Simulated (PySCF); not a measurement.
MgSn and its ions

ROHF-SCS-MP2; Mg aug-cc-pVDZ, Sn aug-cc-pVDZ-PP with ECP28; scalar-relativistic core potentials (PySCF 2.14). Neutral (ROHF): triplet (π ↑↑), Re = 2.818 Å, ωe = 202 cm⁻¹, De = 0.59 eV.

MgSn⁻ (ROHF): quartet (σ ↑, π ↑↑), Re = 2.994 Å, ωe = 144 cm⁻¹, De = 0.61 eV to Mg + Sn⁻. The energies at the minima are -413.05019 hartree for MgSn and -413.09522 for MgSn⁻.

Q: Work out the adiabatic electron affinity, without and with harmonic zero-point energies (1 hartree = 27.2114 eV, 1 eV = 8065.5 cm⁻¹), and the change of the bond length.

A: At ROHF-SCS-MP2: 0.04503 hartree = 1.225 eV between the minima; the zero-point term (202.0 − 144.0)/2 cm⁻¹ = +0.004 eV makes it 1.229 eV. Re changes by +17.6 pm against the neutral. The electron enters a σ orbital; the charge polarises the partner, so the anion is bound more strongly.

Correlated steps freeze 5 core orbitals. Correlated levels converge slowly with the basis: in double zeta they bind strong bonds too weakly, by up to about 1 eV, and carry superposition errors of some tenths. These are scalar-relativistic numbers at best; spin–orbit coupling would shift them, the dissociation energy most. For an ion De counts to the pair picked by the measured ionisation energies or electron affinities, which need not be the lowest pair at this level. States were picked by a PBE0 search and need not be the measured ground states.
